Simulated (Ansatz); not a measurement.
`F[Si](Br)(Br)Br` → Br₂ + `F[Si]Br` at 400 K and 1 bar (silylene formation by 1,1-elimination).

Gas-phase electronic energies from Ansatz, PBE0-D4/def2-TZVP geometries. CBS: MP2 limit from def2 TZ/QZ plus the TZ coupled-cluster correction, frozen cores. For Br outer-core shells are correlated without core-valence functions, which leaves a few kJ/mol of doubt a bond. Scalar relativity is left out up to krypton.

| species | CCSD(T)/CBS energy (Eh) | H − E (kJ/mol) | S (J/(mol·K)) |
| --- | --- | --- | --- |
| `F[Si](Br)(Br)Br` | -8109.04050 | 48.6 | 395.2 |
| Br₂ | -5146.62008 | 15.4 | 255.8 |
| `F[Si]Br` | -2962.26094 | 26.4 | 302.2 |

H − E and S are ideal-gas, rigid-rotor, harmonic terms from PBE0-D4/def2-TZVP. 1 Eh = 2625.50 kJ/mol, R = 8.31446 J/(mol·K).

Task: By hand: ΔE, ΔH, ΔS and ΔG.

Result: ΔE = (-5146.62008) + (-2962.26094) − (-8109.04050) = 0.15948 Eh = 418.7 kJ/mol. Δ(H − E) = 15.4 + 26.4 − 48.6 = -6.8, so ΔH = 411.9 kJ/mol. ΔS = 255.8 + 302.2 − 395.2 = 162.8 J/(mol·K). ΔG = 411.9 − 400 × (162.8)/1000 = 346.8 kJ/mol.

Task: By hand: the equilibrium constant, and the temperature at which ΔG would vanish if ΔH and ΔS stayed fixed.

Result: log₁₀ K = −ΔG/(RT ln 10) = -45.3. ΔG = 0 at ΔH/ΔS = 2530 K, far beyond where these terms or the molecules hold.

The number of gas molecules changes by +1, which sets the sign of ΔS. A doubt of 5 kJ/mol in ΔE shifts log₁₀ K by 0.7 here. These are equilibria of isolated gas molecules and say nothing of rates. Largest T1 diagnostic: 0.012 (customary marks: 0.02 for closed shells, 0.045 for open ones).
